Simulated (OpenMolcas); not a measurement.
Ir4+ in a point-charge field

Ir4+ among 6 point charges of -1.7 e arranged as a trigonal prism (D3h), 1.97 Å from the ion, with a polar angle of 48.6° against the regular 49.1°.

```json
{"Program": "OpenMolcas", "Method": "CASSCF", "Basis": "ANO-RCC-VTZP [8s7p5d3f1g]", "Scalar Hamiltonian": "DKH2, point nucleus", "Active space": "5 electrons in 5 orbitals (5d)", "State averaging": "2S+1 = 6 even, 1 root; 2S+1 = 4 even, 24 roots; 2S+1 = 2 even, 75 roots", "Spin-orbit coupling": "state interaction with AMFI integrals over the reference wave functions"}
```

The lowest spin-free states (labels of D3, the rotations of D3h), above the lowest:

```tsv
State	Degeneracy	E (cm-1)	Free-ion L (%)
6A1	1	0.0	S (100)
4E	2	22471	G (57)
4A2	1	23921	G (84)
4A1	1	24061	G (84)
4E	2	26890	G (91)
4A1	1	27082	G (99)
4E	2	28330	G (100)
4E	2	30400	D (60)
4E	2	31924	D (90)
2E	2	32459	I (50)
4A2	1	33078	P (100)
4A1	1	35498	D (99)
2A1	1	35576	I (76)
2A2	1	35615	I (76)
2E	2	36103	I (79)
2A1	1	37012	I (82)
4E	2	37216	P (62)
2E	2	37686	I (82)
2E	2	39603	I (98)
2E	2	39700	D (51)
```

The lowest levels with spin-orbit coupling:

```json
{"E (cm-1)": "0.0", "Degeneracy": "2", "Label": "E1/2", "2S+1": "6 (84 %)", "g": "0.00 0.00 9.65"}
{"E (cm-1)": "450.2", "Degeneracy": "2", "Label": "E3/2", "2S+1": "6 (88 %)", "g": "0.00 0.00 5.84"}
{"E (cm-1)": "561.4", "Degeneracy": "2", "Label": "E1/2", "2S+1": "6 (89 %)", "g": "1.94 5.85 5.85"}
{"E (cm-1)": "16432", "Degeneracy": "2", "Label": "E1/2", "2S+1": "4 (60 %)", "g": "0.01 0.01 6.38"}
{"E (cm-1)": "20814", "Degeneracy": "2", "Label": "E1/2", "2S+1": "4 (66 %)", "g": "0.46 1.51 1.51"}
{"E (cm-1)": "21989", "Degeneracy": "2", "Label": "E3/2", "2S+1": "4 (88 %)", "g": "0.00 0.00 2.95"}
{"E (cm-1)": "22816", "Degeneracy": "2", "Label": "E1/2", "2S+1": "4", "g": "0.28 0.28 8.09"}
{"E (cm-1)": "23715", "Degeneracy": "2", "Label": "E3/2", "2S+1": "4 (67 %)", "g": "0.00 0.00 2.79"}
{"E (cm-1)": "23730", "Degeneracy": "2", "Label": "E1/2", "2S+1": "4 (87 %)", "g": "0.28 0.28 5.31"}
{"E (cm-1)": "23856", "Degeneracy": "2", "Label": "E3/2", "2S+1": "4 (89 %)", "g": "0.00 0.00 11.25"}
{"E (cm-1)": "24629", "Degeneracy": "2", "Label": "E1/2", "2S+1": "4 (90 %)", "g": "0.48 0.48 3.37"}
{"E (cm-1)": "25921", "Degeneracy": "2", "Label": "E1/2", "2S+1": "4 (74 %)", "g": "0.03 0.03 9.29"}
{"E (cm-1)": "26269", "Degeneracy": "2", "Label": "E3/2", "2S+1": "4 (85 %)", "g": "0.00 0.00 3.32"}
{"E (cm-1)": "26432", "Degeneracy": "2", "Label": "E1/2", "2S+1": "4 (87 %)", "g": "0.93 2.51 2.51"}
{"E (cm-1)": "26508", "Degeneracy": "2", "Label": "E1/2", "2S+1": "4 (75 %)", "g": "0.01 0.01 6.32"}
{"E (cm-1)": "27204", "Degeneracy": "2", "Label": "E3/2", "2S+1": "4 (89 %)", "g": "0.00 0.00 3.71"}
{"E (cm-1)": "28301", "Degeneracy": "2", "Label": "E1/2", "2S+1": "4 (88 %)", "g": "0.22 2.14 2.14"}
{"E (cm-1)": "28828", "Degeneracy": "2", "Label": "E1/2", "2S+1": "4 (80 %)", "g": "0.02 0.02 13.17"}
{"E (cm-1)": "28906", "Degeneracy": "2", "Label": "E1/2", "2S+1": "4 (88 %)", "g": "0.69 1.21 1.21"}
{"E (cm-1)": "29039", "Degeneracy": "2", "Label": "E1/2", "2S+1": "4 (86 %)", "g": "0.21 0.21 3.21"}
```

Powder χT (cm3 K/mol): 2.92 at 2 K, 2.95 at 10 K, 3.09 at 50 K, 3.27 at 100 K, 3.59 at 200 K, 3.8 at 300 K. The effective moment at 300 K is 2.828 √(χT) = 5.51 μB.

Without dynamic correlation the repulsion within the d shell is too large (B by tens of per cent), so at a given field states of lower spin stand too high. Point charges give a weaker field than real ligands, and real ions of this kind are as a rule low spin; the high spin found here belongs to the model. Point charges carry no covalency, so the field is a model and not that of real ligands. No measured value stands beside these numbers.

The RASSCF and RASSI steps took 34 s on 1 thread of Arm Neoverse V1 (shared host); the integral step is not counted.
